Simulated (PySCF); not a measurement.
Radial density of Mn (manganese, neutral)

UHF, [Ar] 3d5 4s1 4p1, high-spin 8P determinant (an excited configuration). Computed with PySCF 2.14 in x2c-TZVPPall with one added diffuse shell each of s, p, d, f type (7s6p5d3f1g, 80 functions), with scalar relativity by spin-free X2C-1e.

| r (bohr) | 4πr²ρ (e/bohr) | 4πr²(ρα − ρβ) |
| --- | --- | --- |
| 0.00106 | 0.2002 | 0.0001 |
| 0.00179 | 0.5090 | 0.0002 |
| 0.00301 | 1.279 | 0.0004 |
| 0.00506 | 3.101 | 0.0011 |
| 0.00851 | 7.040 | 0.0024 |
| 0.0143 | 14.30 | 0.0047 |
| 0.0241 | 24.15 | 0.0075 |
| 0.0405 | 30.10 | 0.0080 |
| 0.0681 | 25.67 | 0.0087 |
| 0.115 | 24.56 | 0.0508 |
| 0.193 | 33.25 | 0.2877 |
| 0.324 | 19.39 | 1.3033 |
| 0.545 | 12.48 | 3.5747 |
| 0.917 | 13.14 | 4.0341 |
| 1.54 | 3.545 | 1.9567 |
| 2.60 | 0.9340 | 0.9019 |
| 4.37 | 0.3697 | 0.3697 |
| 7.34 | 0.03910 | 0.0391 |
| 12.4 | 0.0003997 | 0.0004 |

Densities and radii are taken from the X2C orbitals without a picture-change correction, which distorts them close to the nucleus.
